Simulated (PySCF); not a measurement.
H5ClOSi2 (SMILES [SiH3]O[SiH2]Cl), singlet, geometry from GFN2-xTB. Base run: PBE/6-31G, polarisability (PySCF).

The PySCF input:
```python
from pyscf import gto, scf, dft
from pyscf.prop import polarizability

mol = gto.M(
    atom='''
Si   -2.12542774   -0.01999325   -0.65768460
O    -0.50588154    0.08430729   -0.76578103
Si    1.07396114    0.09045267   -0.45929182
Cl    1.36098185   -0.10919428    1.51315373
H    -2.47165327   -1.31769804   -1.23085735
H    -2.61632270    1.10826630   -1.44291624
H    -2.48917871    0.07702883    0.75339044
H     1.56934170    1.38808408   -0.89182970
H     1.63870652   -1.06026869   -1.14748252
''',
    basis='6-31g',
    verbose=4,
)

mf = dft.RKS(mol)
mf.xc = 'pbe'
mf.kernel()
alpha = mf.Polarizability().polarizability()[2, 2]
print('alpha_zz =', alpha)
```

The base run was repeated with changes; each row names its change, and settings that it needs were set with it.

```json
[
 {"change": "base", "alpha_zz (bohr³)": "55.84", "basis functions": "58", "core-seconds (rough)": "10"},
 {"change": "basis = def2-SVP", "alpha_zz (bohr³)": "58.13", "basis functions": "93", "core-seconds (rough)": "20"},
 {"change": "basis = cc-pVDZ", "alpha_zz (bohr³)": "60.63", "basis functions": "93", "core-seconds (rough)": "20"},
 {"change": "functional = hf", "alpha_zz (bohr³)": "49.89", "basis functions": "58", "core-seconds (rough)": "1"},
 {"change": "finite field (a.u.) = 0.001; conv_tol = 1e-11", "alpha_zz (bohr³)": "55.84", "basis functions": "58", "core-seconds (rough)": "10"},
 {"change": "finite field (a.u.) = 0.05; conv_tol = 1e-11", "alpha_zz (bohr³)": "56.50", "basis functions": "58", "core-seconds (rough)": "20"},
 {"change": "finite field (a.u.) = 0.02; conv_tol = 1e-11", "alpha_zz (bohr³)": "55.94", "basis functions": "58", "core-seconds (rough)": "10"},
 {"change": "basis = STO-3G", "alpha_zz (bohr³)": "29.15", "basis functions": "37", "core-seconds (rough)": "9"},
 {"change": "basis = def2-SVPD", "alpha_zz (bohr³)": "71.95", "basis functions": "138", "core-seconds (rough)": "50"},
 {"change": "finite field (a.u.) = 2e-4; conv_tol = 1e-11", "alpha_zz (bohr³)": "55.84", "basis functions": "58", "core-seconds (rough)": "10"},
 {"change": "finite field (a.u.) = 0.001; conv_tol = 1e-6", "alpha_zz (bohr³)": "55.67", "basis functions": "58", "core-seconds (rough)": "10"},
 {"change": "functional = pbe0", "alpha_zz (bohr³)": "53.97", "basis functions": "58", "core-seconds (rough)": "10"}
]
```

Finite-field rows take the second difference of the energy in a field along z; a small field with loose convergence shows SCF noise divided by the square of the field, and a large one adds hyperpolarisability.
